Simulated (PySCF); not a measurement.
C2H6ClIn, SMILES [CH3][In]([CH3])[Cl] (PBE0/def2-SVP optimised geometry):

```
10

In    -0.306     0.030     0.000
Cl     2.081     0.030     0.000
C     -1.088    -1.972    -0.008
H     -1.745    -2.120    -0.877
H     -1.675    -2.148     0.906
H     -0.255    -2.687    -0.051
C     -1.079     2.035     0.000
H     -2.081     2.080     0.448
H     -1.138     2.391    -1.040
H     -0.391     2.687     0.555
```

Level of theory: PBE0/def2-TZVP, def2 effective core potentials past Kr in PySCF.

What are the frontier orbital energies and the dipole moment?

HOMO-2 -8.47 eV, HOMO-1 -8.26 eV, HOMO -7.57 eV, LUMO -1.21 eV, LUMO+1 -0.59 eV; dipole moment 3.80 D.
